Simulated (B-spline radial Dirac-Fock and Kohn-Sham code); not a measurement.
Ba: photoemission with 60 eV photons

System: atomic barium, configuration [Xe] 6s2.

The computed values come from a radial atomic solver: Dirac-Hartree-Slater photoionisation with all multipoles and Dirac-Fock thresholds. The asymmetry parameter β is from the dipole term alone. Kinetic energies are from the vacuum level.

The last column is dσ/dΩ = σ/(4π) · [1 − (β/2) P₂(cos θ)] at θ = 90° from the beam of unpolarised light.

```
  subshell  electrons  binding (eV)  kinetic (eV)  σ (kb)     β  dσ/dΩ (kb/sr)
   O1 (5s)          2         41.77         18.23     142  1.72           16.2
O2 (5p1/2)          2         24.29         35.71     309  0.97           30.5
O3 (5p3/2)          4         22.14         37.86     501  0.43           44.2
   P1 (6s)          2          4.28         55.72    32.6  1.90           3.82
```

Branching ratios of the spin-orbit partners (statistical value in brackets): 5p 1.62 (2.00).

At such low photon energies correlation between channels can change these cross sections by tens of per cent.
